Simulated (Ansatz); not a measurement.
```xyz
10

C    -1.4539   -0.8417    0.6587
O    -0.9572    0.3578    0.1064
Ga    0.7315    0.5525   -0.3779
O     1.8555   -0.8044   -0.1664
O     1.2938    2.0878   -1.0666
H    -1.8665   -0.6435    1.6535
H    -2.2595   -1.2301    0.0269
H    -0.6906   -1.6217    0.7556
H     2.7478   -0.6039   -0.4573
H     0.5991    2.7471   -1.1329
```

The species carries charge 0 and has multiplicity 1.

List the PBE0/def2-TZVPP orbital energies in eV (Ansatz). (Best estimate.)

Computed: Occupied: -10147.28, -1253.05, -1109.27, -1109.12, -1109.12, -522.59, -522.58, -522.49, -279.19, -151.56, -104.60, -104.31, -104.30, -27.98, -27.68, -27.56, -23.61, -23.61, -23.55, -23.32, -23.24, -18.63, -14.46, -13.55, -12.80, -12.37, -12.12, -10.36, -9.64, -9.59, -8.94, -8.47, -7.98. Lowest empty: -0.81, 0.36, 1.38, 1.75, 2.26, 3.16, 3.62, 3.70.
